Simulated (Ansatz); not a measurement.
sulfolane (C₄H₈O₂S), singlet, at a GFN2-xTB geometry; Ansatz (a quantum-chemistry and plane-wave program) with CCSD(T)/STO-3G.

Here is a job for Ansatz.
Ansatz 0.2 input:
```yaml
crystal:
  periodic: [false, false, false]
  atoms:
    - {symbol: O, position_ang: [1.59952733, 0.87545052, -0.67687010]}
    - {symbol: S, position_ang: [0.60214094, 0.39875339, 0.24138734]}
    - {symbol: O, position_ang: [0.78650253, 0.70464053, 1.63338603]}
    - {symbol: C, position_ang: [-1.06639478, 0.92788654, -0.29957718]}
    - {symbol: C, position_ang: [-1.60702172, -0.31440064, -0.97277248]}
    - {symbol: C, position_ang: [-1.15076282, -1.51187602, -0.13277313]}
    - {symbol: C, position_ang: [0.35103521, -1.40161625, 0.01280255]}
    - {symbol: H, position_ang: [-1.61765612, 1.19700565, 0.59605374]}
    - {symbol: H, position_ang: [-0.96068093, 1.78115244, -0.95933744]}
    - {symbol: H, position_ang: [-2.69436558, -0.28881279, -1.05393113]}
    - {symbol: H, position_ang: [-1.18825946, -0.39722459, -1.97751409]}
    - {symbol: H, position_ang: [-1.44273338, -2.45088175, -0.60455652]}
    - {symbol: H, position_ang: [-1.61813355, -1.46124186, 0.85248222]}
    - {symbol: H, position_ang: [0.75341325, -1.91841049, 0.87624760]}
    - {symbol: H, position_ang: [0.88478642, -1.68233103, -0.88984786]}
basis:
  gaussian:
    orbitals: STO-3G
magnetization: {spin_polarized: false}
correlation: {method: ccsd_t, electrons: outside_noble_gas}
accuracy: high
```

Output, abridged:

```
Functional definition: HF
1117 factors; integrals over basis functions are off by at most 2.8e-9 eV
mean field evaluation 1: about -18897.3568 eV, gradient 4.7e1 eV
mean field evaluation 2: about -18897.7595 eV, gradient 4.7e1 eV
mean field evaluation 4: about -18905.9514 eV, gradient 4.2e0 eV
mean field evaluation 8: about -18906.0586 eV, gradient 4.9e-2 eV
mean field evaluation 16: about -18903.5313 eV, gradient 2.5e1 eV
mean field -18906.05856636 eV, -694.7848373268 hartree, gradient 8.6e-9 eV, S^2 0.000000; 0 other end points of the search recorded, 0 dependent functions left out
11 core orbitals not correlated
reference -18906.05856636 eV, -694.7848373268 hartree; 21, 21 occupied and 15, 15 virtual orbitals, 1117 factors
second order -8.79626735 eV of doubles, -0.00000000 eV of singles
cycle   1  -9.97280392 eV  change    -1.2e0 eV  update   1.5e-1
cycle   2  -10.66989879 eV  change   -7.0e-1 eV  update   5.4e-2
cycle   3  -10.97618475 eV  change   -3.1e-1 eV  update   3.6e-2
cycle   4  -10.98663178 eV  change   -1.0e-2 eV  update   7.9e-3
cycle   5  -10.98094848 eV  change    5.7e-3 eV  update   2.8e-3
cycle   6  -10.97933489 eV  change    1.6e-3 eV  update   9.0e-4
cycle   7  -10.97891280 eV  change    4.2e-4 eV  update   2.6e-4
cycle   8  -10.97883619 eV  change    7.7e-5 eV  update   1.1e-4
cycle   9  -10.97887694 eV  change   -4.1e-5 eV  update   4.3e-5
cycle  10  -10.97889242 eV  change   -1.5e-5 eV  update   1.9e-5
cycle  11  -10.97889577 eV  change   -3.4e-6 eV  update   9.7e-6
cycle  12  -10.97890032 eV  change   -4.6e-6 eV  update   2.6e-6
cycle  13  -10.97890270 eV  change   -2.4e-6 eV  update   1.0e-6
cycle  14  -10.97890423 eV  change   -1.5e-6 eV  update   4.3e-7
cycle  15  -10.97890428 eV  change   -4.8e-8 eV  update   1.5e-7
cycle  16  -10.97890423 eV  change    4.5e-8 eV  update   6.6e-8
cycle  17  -10.97890418 eV  change    5.8e-8 eV  update   3.9e-8
cycle  18  -10.97890370 eV  change    4.7e-7 eV  update   1.6e-7
cycle  19  -10.97890370 eV  change   5.3e-10 eV  update   6.0e-8
cycle  20  -10.97890360 eV  change    1.0e-7 eV  update   2.5e-8
cycle  21  -10.97890359 eV  change    5.7e-9 eV  update   9.0e-9
cycle  22  -10.97890359 eV  change  -7.2e-10 eV  update   2.8e-9
perturbative correction -0.39573271 eV, -0.0145429089 hartree
Total energy: -18917.43320266 eV, -695.2028475010 hartree
```
